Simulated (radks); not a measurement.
The ruthenium ion Ru3+, configuration [Kr] 4d3 5s2 (not the ground configuration).

Method: Dirac Kohn-Sham, PBE, spin-unpolarised, spherical densities, point nucleus; open shells fill j = l - 1/2 first; computed with a radial shooting solver on a logarithmic mesh with Libxc functionals.

Energy parts (Ry):
total: -9057.46311
kinetic: 9426.53954
electron-nucleus: -21776.86408
Hartree: 3556.85803
exchange-correlation: -263.99659

Orbitals (lengths in bohr, moments of r in powers of bohr; r(max) is where P^2 peaks; r(90%) holds 90 % of the orbital's charge):
orbital  occ.  eigenvalue (Ry)   r(max)      <r>  r(90%)   <1/r>
1s1/2       2        -1614.965  0.02171  0.03344  0.0599   45.88
2s1/2       2        -235.1526   0.1230   0.1453   0.225   10.49
2p1/2       2        -217.5383  0.09549   0.1236   0.202   10.47
2p3/2       4        -207.9170  0.09948   0.1284   0.209   9.920
3s1/2       2        -44.24612   0.3617   0.4023   0.594   3.626
3p1/2       2        -37.41708   0.3485   0.3955   0.597   3.528
3p3/2       4        -35.78269   0.3580   0.4061   0.613   3.395
3d3/2       4        -23.70688   0.2993   0.3817   0.608   3.218
3d5/2       6        -23.38814   0.3021   0.3852   0.613   3.184
4s1/2       2         -8.87569   0.9081   0.9989    1.44   1.378
4p1/2       2         -6.79056   0.9545    1.070    1.57   1.268
4p3/2       4         -6.52276   0.9775    1.097    1.61   1.230
4d3/2       3         -3.32726    1.128    1.353    2.07  0.9752
4d5/2       0         -3.29254    1.136    1.363    2.09  0.9666
5s1/2       2         -2.38133    2.210    2.408    3.44  0.5433

The highest occupied level is 5s1/2 at -32.400 eV. The configuration is held as typed, so some empty levels lie below it. Summed over all electrons, <r^2> = 33.16 bohr^2, which gives a Langevin (diamagnetic) susceptibility term of -26.3 x 10^-6 cm^3/mol.
